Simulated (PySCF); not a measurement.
## Exercise with solution: oscillator strength and radiative lifetime

C5H4O, SMILES O=C1C=CC=C1.

Coordinates come from a PBE0-D3(BJ)/def2-SVP optimisation.

TDA-B3LYP/def2-SVPD (PySCF 2.14.0) puts the first singlet state with f over 0.02 at 6.06 eV (vertical), with the transition dipole (0.000, 0.000, -0.870) in atomic units.

Find the oscillator strength, the wavelength and the radiative lifetime that this transition would have in vacuum if emission retraced absorption.


|μ|² = 0.7569 au, so |μ| = 2.21 D. ΔE = 6.06/27.211 = 0.2227 hartree. f = (2/3) ΔE |μ|² = 0.112 (the program prints 0.112).
λ = 1239.84/6.06 = 205 nm; ν = 48877 cm⁻¹.
Einstein's coefficient A = 0.6670 ν² f s⁻¹ (ν in cm⁻¹) = 1.8e8 s⁻¹, so τ = 1/A = 5.6 ns. This state is S3; the lower singlets have f = 0.000, 0.009. The figure is the radiative limit of this one transition; relaxation, internal conversion, crossing to triplets and a medium change what is measured.
